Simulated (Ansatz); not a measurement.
Calculated with Ansatz (gas phase, PBE0-D4/def2-TZVP geometries, no zero-point term in ΔE). CCSD(T)/CBS adds triple-zeta CCSD(T) − MP2 to the extrapolated MP2 energy (def2 sets, frozen cores). This one scheme is used for every species. Functionals use def2-TZVPP. Elements past krypton have def2 core potentials. For I outer-core shells are correlated without core-valence functions, which leaves a few kJ/mol of doubt a bond.

Consider the substitution at a C–I bond: `IC1C=CC1` + HCl → `ClC1C=CC1` + HI.

CCSD(T)/CBS gives +0.24 eV.

Another level gave +0.16 eV. Which?
A. MP2/def2-TZVPP
B. SCS-MP2/def2-TZVPP
C. r2SCAN/def2-TZVPP
D. HF/def2-TZVPP

C. r2SCAN 0.16, SCS-MP2/def2-TZVPP 0.23, MP2/def2-TZVPP 0.28, HF/def2-TZVPP 0.06 eV.

Largest T1 diagnostic among the species: 0.010.

In def2-TZVPP, CCSD(T) changes the Hartree–Fock value by +0.14 eV (the triples alone add +0.03 eV) and MP2 by +0.21 eV. The D4 term adds +0.05 eV with B3LYP and +0.02 eV with PBE0; it sums over pairs of atoms, weighted by their polarisabilities, and B3LYP, whose exchange is more repulsive, gets the larger term.

B3LYP here is the variant with VWN-RPA as its local correlation; programs differ in this.
